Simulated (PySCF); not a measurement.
MoF4, SMILES [F][Mo]([F])([F])[F] (connectivity only; charge and spin as stated), neutral, multiplicity 3. Atoms are numbered in the order given.

```xyz
5

Mo     0.0000     0.0000     0.0000
F      0.0000     1.2750    -1.3467
F      0.0000    -1.2750     1.3467
F      0.0000     1.2750     1.3467
F      0.0000    -1.2750    -1.3467
```
Charge 0, spin multiplicity 3.

The structure is a stationary point at B3LYP-D3(BJ)/def2-SVP. A frequency run showed that this geometry is not a minimum. The multiplicity is an assumed one; other spin states were not compared. The def2 effective core potentials stand for the cores of Mo; spin–orbit coupling is left out.

The numbers are results of PySCF with B3LYP/def2-TZVPD, not measurements.

Mulliken values depend strongly on the basis, most of all with diffuse functions as here. ESP charges are fitted to the potential on shells at 1.4 to 2.0 van der Waals radii. Atomic charges (e):

```
atom  ESP fit  Mulliken  Mulliken spin
----  -------  --------  -------------
Mo1      1.29      2.22           1.95
F2      -0.32     -0.55           0.01
F3      -0.32     -0.55           0.01
F4      -0.32     -0.55           0.01
F5      -0.32     -0.55           0.01
```
